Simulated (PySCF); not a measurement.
B(F)(GeH3)(H) (BFGeH₄), SMILES F[BH][GeH3].

The structure is a stationary point at PBE0-D3(BJ)/def2-TZVP.

Level of theory: PBE0-D3(BJ)/def2-TZVP (PySCF).

Frequencies are harmonic and unscaled.

Computed vibrational spectrum:
```tsv
mode	ν (cm⁻¹)	IR (km/mol)	moving atoms (share of kinetic energy)
1	51	1.0	H 74 %, B 15 %, F 11 %
2	224	5.0	F 54 %, H 20 %, Ge 13 %, B 13 %
3	396	23.0	H 97 %
4	433	15.1	H 56 %, B 17 %, Ge 14 %, F 13 %
5	621	15.7	B 52 %, H 38 %
6	793	0.0	H 63 %, B 33 %
7	802	135.0	H 97 %
8	882	24.7	H 99 %
9	893	32.0	H 94 %
10	1106	56.6	H 79 %, F 11 %, B 10 %
11	1321	263.6	B 66 %, F 28 %
12	2138	52.9	H 99 %
13	2140	110.5	H 98 %
14	2156	111.7	H 99 %
15	2585	143.4	H 91 %, B 9 %
```
